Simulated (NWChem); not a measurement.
# Atomisation of C$_{2}$H$_{7}$Si

SMILES: C[SiH]C
```xyz
10

C     -0.4652    -0.0542     1.5649
Si     0.5689     0.1480     0.0000
C     -0.4652    -0.0542    -1.5649
H     -0.9319    -1.0538     1.5989
H      0.1555     0.0610     2.4664
H     -1.2693     0.6967     1.6077
H      1.7094    -0.8296     0.0000
H     -0.9319    -1.0538    -1.5989
H      0.1555     0.0610    -2.4664
H     -1.2693     0.6967    -1.6077
```
Charge 0, spin multiplicity 2.

Everything below was run with NWChem. Structure: optimised with UPBE0/def2-SVP, a minimum by its harmonic frequencies.

Basis set: def2-TZVP. The atomisation energy is electronic alone: no zero-point, thermal, spin-orbit or counterpoise terms. No value is extrapolated to the basis-set limit. Free atoms are single determinants with multiplicities C 3, Si 3, H 2.

B3LYP has NWChem's definition, with VWN1-RPA local correlation. The structure started from a generated list of species. The unpaired electrons of the parent sit in orbitals of symmetry a' (Cs labels of the run); other states weren't searched. The stability of the SCF solutions was not checked.

Question: One of these methods gave an atomisation energy of 829.7 kcal/mol. Which?
A. PBE0
B. B3LYP
C. BHandHLYP
D. BLYP

Answer: B, B3LYP. The others give 817.3 (BHandHLYP), 820.3 (BLYP), 832.9 (PBE0).
